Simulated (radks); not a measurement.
Values are calculated unless marked as measured or tabulated.
Task: Level of theory: non-relativistic Kohn-Sham, PBE, spin-polarised, spherical densities, point nucleus; open shells are filled with parallel spins first (a radial shooting solver on a logarithmic mesh with Libxc functionals). Response by self-consistent Sternheimer equations with the Hartree and adiabatic LDA kernel. For heavy and open-shell atoms this level of theory can miss by tens of per cent. Estimate the static dipole polarisabilities of Zn3+ ([Ar] 3d9) and Zn ([Ar] 3d10 4s2) and the C6 coefficients of the three pairs.

Result: alpha = 1.558 and 40.44 bohr^3; C6 = 3.541 (Zn3+-Zn3+), 22.37 (Zn3+-Zn), 297.2 (Zn-Zn) hartree bohr^6.
